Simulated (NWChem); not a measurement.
System: SiHI3; SMILES I[SiH](I)I

```xyz
5

Si     0.0000     0.0000     0.6903
I      2.0877     1.0506    -0.0745
I     -0.1340    -2.3333    -0.0745
I     -1.9537     1.2827    -0.0745
H      0.0000     0.0000     2.1872
```
Atoms are numbered in this order, from 1.

Program: NWChem. The geometry was optimised at PBE-D3(BJ)/def2-SVP (def2 core potentials past Kr).

**Question.** What does the run give for TPSS/STO-3G (all-electron, non-relativistic)? Quantities: highest occupied level (eV); orbital gap (eV); dipole (D).

**Answer.** 
```json
{
  "highest occupied level (eV)": "-4.41",
  "orbital gap (eV)": "4.35",
  "dipole (D)": "1.50"
}
```
